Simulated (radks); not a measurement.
Trend from La2+ to Lu2+: ionisation energy by Delta-SCF between NIST ground configurations, and size. All-electron calculation, scalar-relativistic Kohn-Sham, r2SCAN, spin-unpolarised, spherical densities, finite nucleus; meta-GGA in the generalised Kohn-Sham scheme; Fermi nuclear charge, rms radius of each element as measured or else 0.836 A^(1/3) + 0.57 fm. Program: a radial shooting solver on a logarithmic mesh with Libxc functionals.

[
 {"species": "La2+", "configuration": "[Xe] 5d1", "IE (eV)": "18.379", "NIST (eV)": "19.177", "kind": "exp.", "-e(HOMO) (eV)": "14.271 (5d)", "r at 0.001 e/bohr^3 (bohr)": "3.91"},
 {"species": "Ce2+", "configuration": "[Xe] 4f2", "IE (eV)": "19.861", "NIST (eV)": "20.197", "kind": "semi-emp.", "-e(HOMO) (eV)": "12.242 (4f)", "r at 0.001 e/bohr^3 (bohr)": "3.66"},
 {"species": "Pr2+", "configuration": "[Xe] 4f3", "IE (eV)": "20.940", "NIST (eV)": "21.624", "kind": "exp.", "-e(HOMO) (eV)": "13.186 (4f)", "r at 0.001 e/bohr^3 (bohr)": "3.62"},
 {"species": "Nd2+", "configuration": "[Xe] 4f4", "IE (eV)": "21.863", "NIST (eV)": "22.09", "kind": "semi-emp.", "-e(HOMO) (eV)": "13.970 (4f)", "r at 0.001 e/bohr^3 (bohr)": "3.58"},
 {"species": "Pm2+", "configuration": "[Xe] 4f5", "IE (eV)": "22.661", "NIST (eV)": "22.4", "kind": "semi-emp.", "-e(HOMO) (eV)": "14.631 (4f)", "r at 0.001 e/bohr^3 (bohr)": "3.54"},
 {"species": "Sm2+", "configuration": "[Xe] 4f6", "IE (eV)": "23.355", "NIST (eV)": "23.6", "kind": "semi-emp.", "-e(HOMO) (eV)": "15.193 (4f)", "r at 0.001 e/bohr^3 (bohr)": "3.51"},
 {"species": "Eu2+", "configuration": "[Xe] 4f7", "IE (eV)": "23.960", "NIST (eV)": "24.84", "kind": "semi-emp.", "-e(HOMO) (eV)": "15.671 (4f)", "r at 0.001 e/bohr^3 (bohr)": "3.47"},
 {"species": "Gd2+", "configuration": "[Xe] 4f7 5d1", "IE (eV)": "19.331", "NIST (eV)": "20.54", "kind": "semi-emp.", "-e(HOMO) (eV)": "14.787 (5d)", "r at 0.001 e/bohr^3 (bohr)": "3.68"},
 {"species": "Tb2+", "configuration": "[Xe] 4f9", "IE (eV)": "24.947", "NIST (eV)": "21.82", "kind": "semi-emp.", "-e(HOMO) (eV)": "16.419 (4f)", "r at 0.001 e/bohr^3 (bohr)": "3.41"},
 {"species": "Dy2+", "configuration": "[Xe] 4f10", "IE (eV)": "25.343", "NIST (eV)": "22.89", "kind": "semi-emp.", "-e(HOMO) (eV)": "16.704 (4f)", "r at 0.001 e/bohr^3 (bohr)": "3.38"},
 {"species": "Ho2+", "configuration": "[Xe] 4f11", "IE (eV)": "25.683", "NIST (eV)": "22.79", "kind": "semi-emp.", "-e(HOMO) (eV)": "16.938 (4f)", "r at 0.001 e/bohr^3 (bohr)": "3.35"},
 {"species": "Er2+", "configuration": "[Xe] 4f12", "IE (eV)": "25.971", "NIST (eV)": "22.70", "kind": "semi-emp.", "-e(HOMO) (eV)": "17.125 (4f)", "r at 0.001 e/bohr^3 (bohr)": "3.32"},
 {"species": "Tm2+", "configuration": "[Xe] 4f13", "IE (eV)": "26.212", "NIST (eV)": "23.66", "kind": "semi-emp.", "-e(HOMO) (eV)": "17.269 (4f)", "r at 0.001 e/bohr^3 (bohr)": "3.29"},
 {"species": "Yb2+", "configuration": "[Xe] 4f14", "IE (eV)": "26.408", "NIST (eV)": "25.05", "kind": "semi-emp.", "-e(HOMO) (eV)": "17.375 (4f)", "r at 0.001 e/bohr^3 (bohr)": "3.27"},
 {"species": "Lu2+", "configuration": "[Xe] 4f14 6s1", "IE (eV)": "20.357", "NIST (eV)": "20.959", "kind": "exp.", "-e(HOMO) (eV)": "17.354 (6s)", "r at 0.001 e/bohr^3 (bohr)": "4.09"}
]

Reference values: NIST Atomic Spectra Database (exp. = measured, semi-emp. = semi-empirical, theory = theoretical value adopted there). Spin polarisation and multiplet splitting are left out, so open shells lie too high by an amount that depends on their filling. Spin-orbit splitting is averaged out at the scalar-relativistic level.

Beside tabulated values, note that spin-unpolarised runs miss the spin-polarisation part of the exchange energy of open shells.
